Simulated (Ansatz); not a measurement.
# Nudged elastic band run: BClH$_{2}$O$_{2}$Si

input.yaml

```yaml
crystal:
  periodic: [false, false, false]
  atoms:
    - { symbol: O, position_ang: [-0.217135, 1.234322, 1.275187] }
    - { symbol: Si, position_ang: [-0.492797, 0.209089, 0.011197] }
    - { symbol: O, position_ang: [0.498013, -1.264644, -0.013689] }
    - { symbol: B, position_ang: [0.893853, -0.504895, -1.051911] }
    - { symbol: Cl, position_ang: [2.128412, -0.755979, -2.256815] }
    - { symbol: H, position_ang: [-0.821749, 1.179418, 2.02993] }
    - { symbol: H, position_ang: [-1.927397, -0.165212, -0.039599] }
basis:
  gaussian: { orbitals: "6-31G*" }
hamiltonian:
  xc: b3lyp
  dispersion: d4
neb:
  order_check: false
  images: 5
  f_tol: 0.03
  max_iterations: 60
  initial_path: idpp
  final_atoms:
    - { symbol: O, position_ang: [-0.71099683, 0.97002458, 1.436172] }
    - { symbol: Si, position_ang: [-0.68293383, 0.11063898, 0.0276826] }
    - { symbol: O, position_ang: [0.38385201, -1.30313859, -0.01955983] }
    - { symbol: B, position_ang: [0.83979918, -0.44243321, -0.95198796] }
    - { symbol: Cl, position_ang: [2.21156243, -0.55099274, -2.02618715] }
    - { symbol: H, position_ang: [0.10790726, 1.41589803, 1.69559282] }
    - { symbol: H, position_ang: [-2.08799021, -0.26789806, -0.20741246] }
```

Run as:

```bash
$ ansatz run input.yaml --threads 1 --pin off --max-ram 2048MiB --backend cpu --events-out ev --progress --plain --runs-dir out
```

Output, in part (warnings, iteration lines, the closing report on the highest movable image, with atoms numbered from 0):

```
NEB end point (image 0): max|allowed force component| = 5.787e-3 eV/Å (the criterion of neb.relax_end_points is 1.000e-2)
NEB end point (image 6): max|allowed force component| = 5.511e-3 eV/Å (the criterion of neb.relax_end_points is 1.000e-2)
NEB iter   1: max|band force component| = 8.257e-1 eV/Å  barrier→ = 0.2543 eV  barrier← = 0.3083 eV  Δτ_max = 0.0471 Å  (192 SCF iters)
NEB iter   2: max|band force component| = 6.543e-1 eV/Å  barrier→ = 0.2186 eV  barrier← = 0.2725 eV  Δτ_max = 0.0623 Å  (151 SCF iters)
NEB iter   3: max|band force component| = 5.442e-1 eV/Å  barrier→ = 0.1796 eV  barrier← = 0.2335 eV  Δτ_max = 0.2000 Å  (149 SCF iters)
NEB iter   4: max|band force component| = 4.454e-1 eV/Å  barrier→ = 0.1072 eV  barrier← = 0.1611 eV  CI = image 3  Δτ_max = 0.0790 Å  (150 SCF iters)
NEB iter   5: max|band force component| = 1.418e-1 eV/Å  barrier→ = 0.0894 eV  barrier← = 0.1433 eV  CI = image 3  Δτ_max = 0.0340 Å  (149 SCF iters)
NEB iter   6: max|band force component| = 7.456e-2 eV/Å  barrier→ = 0.0874 eV  barrier← = 0.1413 eV  CI = image 3  Δτ_max = 0.0226 Å  (145 SCF iters)
NEB iter   7: max|band force component| = 3.788e-2 eV/Å  barrier→ = 0.0873 eV  barrier← = 0.1412 eV  CI = image 3  Δτ_max = 0.0045 Å  (141 SCF iters)
NEB iter   8: max|band force component| = 7.293e-3 eV/Å  barrier→ = 0.0872 eV  barrier← = 0.1411 eV  CI = image 3  Δτ_max = 0.0000 Å  (260 SCF iters)
Total energy: -25205.98556812 eV, -926.3028843978 hartree
Atom 0 at    -0.610031     1.298148     1.162590 Å, force    -0.001691    -0.000259     0.002396 eV/Å
Atom 1 at    -0.636089     0.211399    -0.080883 Å, force    -0.000193     0.002831    -0.002301 eV/Å
Atom 2 at     0.477144    -1.151772     0.114889 Å, force     0.001314     0.000563     0.000217 eV/Å
Atom 3 at     0.898367    -0.454883    -0.962845 Å, force     0.004668    -0.006015    -0.004180 eV/Å
Atom 4 at     2.263410    -0.713221    -2.016052 Å, force    -0.004967     0.002359     0.003862 eV/Å
Atom 5 at    -0.308461     1.002648     2.033400 Å, force     0.000416     0.000270    -0.000378 eV/Å
Atom 6 at    -2.023139    -0.260220    -0.296798 Å, force     0.000453     0.000251     0.000383 eV/Å
Dipole moment:    -0.230516     0.068133     0.289073 e Å
```

The run converged. A vibrational analysis at the climbing image gives one clearly imaginary mode, 344i cm⁻¹: a first-order saddle point.

Final band (atoms are numbered from 1 in the order of the input):

```
image  path coordinate (Å)  energy (kcal/mol)  dihedral H6–O1–Si2–O3 (°)
    0                 0.00                0.0                        -98
    1                 0.28                0.4                        -76
    2                 0.56                1.4                        -52
    3                 0.84                2.0                        -24
    4                 1.14                1.1                          9
    5                 1.44               -0.6                         41
    6                 1.74               -1.2                         65
```

The run took 2.9 min on 1 thread of Arm Neoverse V1 (shared host), peak memory 0.17 GiB.
